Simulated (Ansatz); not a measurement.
Geometry optimisation, RKS PBE/def2-SVP in Ansatz.

The input (input.yaml):

```yaml
crystal:
  periodic: [false, false, false]
  atoms:
    - { symbol: Al, position_ang: [-0.016648, 0.53537, -0.2215] }
    - { symbol: H, position_ang: [-0.105781, -0.225081, 2.429902] }
    - { symbol: O, position_ang: [1.506044, -0.152454, -0.61149] }
    - { symbol: H, position_ang: [1.611074, -0.930913, -1.178919] }
    - { symbol: O, position_ang: [-1.561218, -0.047927, -0.678484] }
    - { symbol: H, position_ang: [-1.738768, -0.96061, -0.952869] }
    - { symbol: O, position_ang: [-0.027934, 2.060569, 0.646168] }
    - { symbol: H, position_ang: [0.845749, 2.439461, 0.850484] }
    - { symbol: H, position_ang: [-0.090117, 0.450985, 2.168008] }
basis:
  gaussian: { orbitals: def2-SVP }
hamiltonian:
  xc: pbe
relax:
  f_tol: 0.03
  max_steps: 50
```

Launched with:

```bash
$ ansatz run input.yaml --threads 2 --pin off --max-ram 3072MiB --backend cpu --events-out ev --progress --plain --runs-dir out
```

Where does it end, and by what steps?

The forces met the threshold. After 10 steps the energy has fallen by 0.086 eV; H2 moved furthest, 0.39 Å.

```csv
step,energy less start (eV),largest force component (eV/Å),accepted
0,0.0000,1.822,yes
1,-0.0544,0.650,yes
2,-0.0653,0.498,yes
3,-0.0726,0.313,yes
4,-0.0776,0.209,yes
5,-0.0815,0.176,yes
6,-0.0769,0.292,no
7,-0.0835,0.163,yes
8,-0.0849,0.044,yes
9,-0.0853,0.170,yes
10,-0.0863,0.016,yes
```

```xyz
9
Properties=species:S:1:pos:R:3
Al -0.007 0.556 -0.096
H -0.220 -0.398 2.096
O 1.504 -0.133 -0.543
H 1.604 -0.951 -1.050
O -1.555 -0.090 -0.449
H -1.706 -0.905 -0.947
O 0.007 2.131 0.596
H 0.851 2.601 0.684
H -0.055 0.357 2.161
```

Whether the end is a true minimum wasn't checked by a vibrational analysis.

Run time: 5.9 s on 2 threads of AMD EPYC 9R45 96-Core Processor (Zen 5), with other jobs on the host, peak memory 0.13 GiB.
